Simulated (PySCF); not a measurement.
**Electron correlation in K³⁺ (potassium, charge +3)**

[Ne] 3s2 3p4, high-spin 3P determinant. All numbers are calculated (PySCF 2.14, the spin-free X2C one-electron Hamiltonian (Gaussian nucleus), in jorge-DZP-DKH). Frozen: [Ne] 3s2; 4 electrons correlated.

Total MP2 correlation energy: -9.14 mhartree.

Same-spin part -3.14 and opposite-spin part -6.00 mhartree; SCS-MP2 scales them by 1/3 and 6/5 to -8.25 mhartree.

```
  level  correlation energy (mhartree)
   CCSD                         -10.42
    (T)                          -0.02
CCSD(T)                         -10.44
```

Diagnostics: T1 = 0.00053, D1 = 0.0009, largest double amplitude 0.021.

Question: Is a single reference adequate?

Answer: Yes: T1 lies below 0.03 and no double amplitude reaches 0.07.
